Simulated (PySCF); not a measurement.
## Converging TeO in the basis (PBE0)

PySCF, UKS reference; triplet, unpaired electrons π ↑↑; De to Te + O without counterpoise correction.

| basis | relativity | functions | Re (Å) | ωe (cm⁻¹) | De (eV) | μ (D) |
| --- | --- | --- | --- | --- | --- | --- |
| cc-pVDZ-PP/cc-pVDZ | scalar-relativistic core potentials | 37 | 1.854 | 808 | 3.53 | -2.84 |
| def2-SVP | scalar-relativistic core potentials | 40 | 1.851 | 812 | 3.59 | -2.93 |
| x2c-SVPall | spin-free X2C | 50 | 1.845 | 825 | 3.64 | -2.91 |
| aug-cc-pVDZ-PP/aug-cc-pVDZ | scalar-relativistic core potentials | 55 | 1.844 | 825 | 3.82 | -2.95 |
| def2-SVPD | scalar-relativistic core potentials | 58 | 1.851 | 815 | 3.75 | -3.13 |
| cc-pVTZ-PP/cc-pVTZ | scalar-relativistic core potentials | 69 | 1.820 | 848 | 3.94 | -2.82 |
| def2-TZVPP | scalar-relativistic core potentials | 81 | 1.811 | 852 | 4.02 | -2.96 |

(1) How does each smaller set differ from the one with most functions, def2-TZVPP?

A positive dipole means Te(−)O(+). These are scalar-relativistic numbers at best; spin–orbit coupling would shift them, the dissociation energy most. The state was picked by a PBE0 search and need not be the measured ground state.

## Answers

(1) cc-pVDZ-PP/cc-pVDZ: +4.3 pm, -5.2 % in ωe, -0.49 eV in De; def2-SVP: +4.0 pm, -4.7 % in ωe, -0.43 eV in De; x2c-SVPall: +3.4 pm, -3.2 % in ωe, -0.38 eV in De; aug-cc-pVDZ-PP/aug-cc-pVDZ: +3.3 pm, -3.2 % in ωe, -0.20 eV in De; def2-SVPD: +4.0 pm, -4.3 % in ωe, -0.27 eV in De; cc-pVTZ-PP/cc-pVTZ: +0.9 pm, -0.5 % in ωe, -0.08 eV in De. All at PBE0; the set with most functions is neither the basis-set limit nor always the best. The rows treat relativity differently, so the differences are not basis effects alone.
